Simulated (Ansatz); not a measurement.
Basis-set extrapolation for CH₆ClFSi₂ (`F[SiH](Cl)C[SiH3]`) (PBE0-D4/def2-TZVP geometry, frozen core, Ansatz 0.2.0). Multiplicity 1, RHF reference.

```tsv
	def2-TZVPP	def2-QZVPP
HF	-1178.402536	-1178.440400
MP2 correlation	-0.859976	-0.934206
CCSD(T) correlation	-0.950353	not run
```

Energies in hartree. Use E(X) = E(∞) + A·exp(−7.88·√X) for Hartree–Fock and E(X) = E(∞) + B·X^(−2.97) for correlation, with X = 3 and 4, and add CCSD(T) minus MP2 of the smaller set to the MP2 limit.

Q: What is the CCSD(T) energy at the basis-set limit?

A: HF limit: -1178.440400 + (-0.037864) × 0.13774 = -1178.44562. MP2 limit: -0.934206 + (-0.074230) × 0.74074 = -0.98919. Higher-order term: -0.950353 − (-0.859976) = -0.09038. Total: -1179.52519 hartree, 452.4 kJ/mol below CCSD(T)/def2-TZVPP.
